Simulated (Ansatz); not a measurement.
Relaxation of CH5AlOS (9 atoms, charge 0, multiplicity 1), to a largest force component of 0.02 eV/Å in at most 40 steps.

Level of theory: RHF/6-31G in Ansatz.

```xyz
9
Properties=species:S:1:pos:R:3:forces:R:3
C 0.043 1.005 -1.346 -3.88 2.76 -2.40
S 1.347 0.592 -0.235 1.96 -0.91 1.78
Al 0.161 -1.069 0.784 -0.16 0.24 0.61
O -0.749 -0.688 2.275 2.15 -0.83 0.27
H -0.272 0.181 -2.022 0.36 0.80 0.56
H -0.893 1.393 -0.777 1.72 -0.82 -1.23
H 0.354 1.891 -1.999 -0.44 -1.68 1.04
H 0.297 -2.543 0.220 -0.21 -0.03 0.03
H -0.200 -0.809 3.083 -1.50 0.48 -0.67
```

Problem. Where does it end, and by what steps?

Solution. The forces met the threshold. Limits of this set-up: no polarisation functions. After 13 steps the energy has fallen by 1.234 eV; S2 moved furthest, 1.14 Å.

| step | energy less start (eV) | largest force component (eV/Å) | accepted |
| --- | --- | --- | --- |
| 0 | 0.0000 | 3.875 | yes |
| 1 | -0.4743 | 2.376 | yes |
| 2 | -0.5348 | 2.787 | yes |
| 3 | -0.9116 | 1.720 | yes |
| 4 | -1.0078 | 1.161 | yes |
| 5 | -1.0659 | 0.208 | yes |
| 6 | -1.0930 | 0.631 | yes |
| 7 | -1.1180 | 0.963 | yes |
| 8 | -1.1504 | 0.522 | yes |
| 9 | -1.2154 | 0.215 | yes |
| 10 | -1.2294 | 0.152 | yes |
| 11 | -1.2321 | 0.176 | yes |
| 12 | -1.2338 | 0.024 | yes |
| 13 | -1.2340 | 0.009 | yes |

```xyz
9
Properties=species:S:1:pos:R:3
C 0.063 1.046 -1.619
S 0.450 1.117 0.229
Al -0.094 -0.924 1.016
O 0.060 -1.195 2.656
H 0.333 0.089 -2.035
H -0.984 1.241 -1.775
H 0.654 1.820 -2.077
H -0.586 -2.044 0.009
H 0.194 -1.196 3.579
```

Whether the end is a true minimum wasn't checked by a vibrational analysis.

Time of the run: 17 s on 1 CPU thread of a shared host.
